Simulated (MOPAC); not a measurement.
MOPAC input (PM7):

```
PM7 1SCF GEO-OK AUX(PRECISION=9) THREADS=1
HCu

Cu   -0.00000000 1   -0.00000000 1   -0.04943660 1
H     0.00000000 1    0.00000000 1    1.43366134 1
```

From the last part of the output:

```
                                                       MOPAC v23.2.5 Linux

          FINAL HEAT OF FORMATION =         65.59129 KCAL/MOL =     274.43395 KJ/MOL

          COSMO AREA              =         41.58 SQUARE ANGSTROMS
          COSMO VOLUME            =         23.83 CUBIC ANGSTROMS

          IONIZATION POTENTIAL    =          9.356881 EV
          HOMO LUMO ENERGIES (EV) =         -9.357  5.848
          NO. OF FILLED LEVELS    =          6
          MOLECULAR WEIGHT        =         64.5539         POINT GROUP:  C*v

          MOLECULAR DIMENSIONS (Angstroms)

            Atom       Atom       Distance
            H     2   Cu     1     1.48310
            H     2   Cu     1     0.00000
           Cu     1    H     2     0.00000

          SCF CALCULATIONS        =          1

   ATOM   CHEMICAL          X               Y               Z
  NUMBER   SYMBOL      (ANGSTROMS)     (ANGSTROMS)     (ANGSTROMS)

     1      Cu         -0.00000000  *  -0.00000000  *  -0.04943660  *
     2       H          0.00000000  *   0.00000000  *   1.43366134  *

                             CARTESIAN COORDINATES

   1   Cu       -0.000000000    -0.000000000    -0.049436600
   2    H        0.000000000     0.000000000     1.433661340

           Empirical Formula: H Cu  =     2 atoms

      MOLECULAR POINT GROUP   :   C*v

                  EIGENVALUES
 -11.03043  -9.39414  -9.39414  -9.37867  -9.37867  -9.35688   5.84753  27.55356
  27.55356  29.06569

              NET ATOMIC CHARGES AND DIPOLE CONTRIBUTIONS

  ATOM NO.   TYPE          CHARGE      No. of ELECS.   s-Pop       p-Pop       d-Pop
    1         Cu           0.315188       10.6848     0.64323     0.04185     9.99974
    2          H          -0.315188        1.3152     1.31519
 DIPOLE           X         Y         Z       TOTAL
 POINT-CHG.     0.000     0.000    -2.245     2.245
 HYBRID         0.000     0.000    -0.571     0.571
 SUM            0.000     0.000    -2.816     2.816

          ATOMIC ORBITAL ELECTRON POPULATIONS

     Atom    s        px        py        pz      x^2-y^2     xz        z^2       yz        xy
    1 Cu   0.64323   0.00000   0.00000   0.04184   2.00000   2.00000   1.99974   2.00000   2.00000
    2  H   1.31519

 **********************
 *                    *
 * JOB ENDED NORMALLY *
 *                    *
 **********************

 == MOPAC DONE ==
```
